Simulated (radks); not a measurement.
The numbers below are computed, except where a source is named.
Sc V, 17 electrons, occupied as [Ne] 3s2 3p5. Level of theory: Dirac Kohn-Sham, PBE, spin-unpolarised, spherical densities, point nucleus; open shells fill j = l - 1/2 first (a radial shooting solver on a logarithmic mesh with Libxc functionals).

Unscreened Slater integrals over Kohn-Sham orbitals (hartree). Large and small components are both included. Empty in this configuration: 3d3/2.

F0(3p3/2,3p3/2): 0.82593
F2(3p3/2,3p3/2): 0.41899
F0(3p3/2,3p1/2): 0.82826
G2(3p3/2,3p1/2): 0.41996
F0(3p3/2,3s1/2): 0.84779
G1(3p3/2,3s1/2): 0.56644
F0(3p3/2,2p3/2): 1.1158
F2(3p3/2,2p3/2): 0.22137
G0(3p3/2,2p3/2): 0.088320
G2(3p3/2,2p3/2): 0.091303
F0(3p3/2,3d3/2): 0.78238
F2(3p3/2,3d3/2): 0.38346
G1(3p3/2,3d3/2): 0.47474
G3(3p3/2,3d3/2): 0.29222
F0(3p1/2,3p1/2): 0.83062
F0(3p1/2,3s1/2): 0.85030
G1(3p1/2,3s1/2): 0.56804
F0(3p1/2,2p3/2): 1.1215
G2(3p1/2,2p3/2): 0.091348
F0(3p1/2,3d3/2): 0.78447
G1(3p1/2,3d3/2): 0.47649
F0(3s1/2,3s1/2): 0.87191
F0(3s1/2,2p3/2): 1.1545
G1(3s1/2,2p3/2): 0.096022
F0(3s1/2,3d3/2): 0.80248
G2(3s1/2,3d3/2): 0.36738
F0(2p3/2,2p3/2): 2.9690
F2(2p3/2,2p3/2): 1.3908
F0(2p3/2,3d3/2): 1.0096
F2(2p3/2,3d3/2): 0.18928
G1(2p3/2,3d3/2): 0.13466
G3(2p3/2,3d3/2): 0.076223
F0(3d3/2,3d3/2): 0.74791
F2(3d3/2,3d3/2): 0.36325
